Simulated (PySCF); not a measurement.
C3H6OS, SMILES C[C@@H]1OCS1. Atoms are numbered in the order given.

```xyz
11

C     -1.9300     0.3692     0.1314
C     -0.6847    -0.3800    -0.2462
O     -0.0193    -0.9409     0.8704
C      1.2592    -0.3877     0.6827
S      0.7693     0.6481    -0.7512
H     -2.3872     0.8295    -0.7576
H     -1.6962     1.1555     0.8626
H     -2.6592    -0.3284     0.5737
H     -0.8998    -1.1515    -1.0091
H      1.6024     0.1908     1.5574
H      2.0182    -1.1474     0.4224
```

Geometry: PBE0-D3(BJ)/def2-SVP. The structure was generated by enumeration; whether it is a known compound was not checked.

Computed with PySCF with SMD-B3LYP/6-31G*.

Solvation free energies are E(SMD) − E(gas) at the gas-phase geometry, for 1 M in both phases. In vacuum the dipole moment is 0.42 D.

```json
[
 {"solvent": "water", "ΔG(solv) (kcal/mol)": "-2.6", "its non-electrostatic (CDS) part": "2.3", "dipole (D)": "0.52"},
 {"solvent": "n-hexane", "ΔG(solv) (kcal/mol)": "-3.5", "its non-electrostatic (CDS) part": "-2.2", "dipole (D)": "0.50"},
 {"solvent": "ethylethanoate", "ΔG(solv) (kcal/mol)": "-4.5", "its non-electrostatic (CDS) part": "-1.8", "dipole (D)": "0.60"}
]
```
